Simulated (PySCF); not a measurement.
B3LYP has the VWN-RPA correlation part, as in Gaussian. Excitations are Tamm–Dancoff values on a coarser integration grid. The basis has no diffuse functions, so Rydberg states are missing or too high.

C3H9B, SMILES `CB(C)C` (charge 0, multiplicity 1)

Calculation: B3LYP-D3(BJ)/def2-TZVP // PBE0-D4/def2-TZVP (PySCF 2.14.0).

```json
{
 "HOMO": "-8.30 eV",
 "dipole_moment": "0.01 D",
 "HOMO–LUMO gap": "7.95 eV",
 "LUMO": "-0.36 eV",
 "S1 excitation (TDA)": "6.47 eV",
 "S1 oscillator strength": "0.000",
 "brightest of the four lowest singlets (TDA)": "7.86 eV",
 "T1 excitation (TDA)": "5.95 eV",
 "S1–T1 gap (TDA)": "0.52 eV",
 "total_energy": "-3937.05 eV",
 "cost": "about 70 core-seconds (a rough figure)"
}
```

Bond lengths (Å): C1–B2 1.569, C1–H5 1.092, C1–H6 1.097, C1–H7 1.098, B2–C3 1.569, B2–C4 1.569, C3–H8 1.092, C3–H9 1.099, C3–H10 1.096, C4–H11 1.099, C4–H12 1.096, C4–H13 1.092. Bond angles (°): B2–C1–H5 115.5, B2–C1–H6 110.5, B2–C1–H7 108.8, H5–C1–H6 108.7, H5–C1–H7 108.1, H6–C1–H7 104.7, C1–B2–C3 120.1, C1–B2–C4 119.9, C3–B2–C4 120.1, B2–C3–H8 115.4, B2–C3–H9 108.5, B2–C3–H10 110.9, H8–C3–H9 107.9, H8–C3–H10 108.9, H9–C3–H10 104.8, B2–C4–H11 108.0, B2–C4–H12 111.4, B2–C4–H13 115.4, H11–C4–H12 104.8, H11–C4–H13 107.7, H12–C4–H13 109.0.
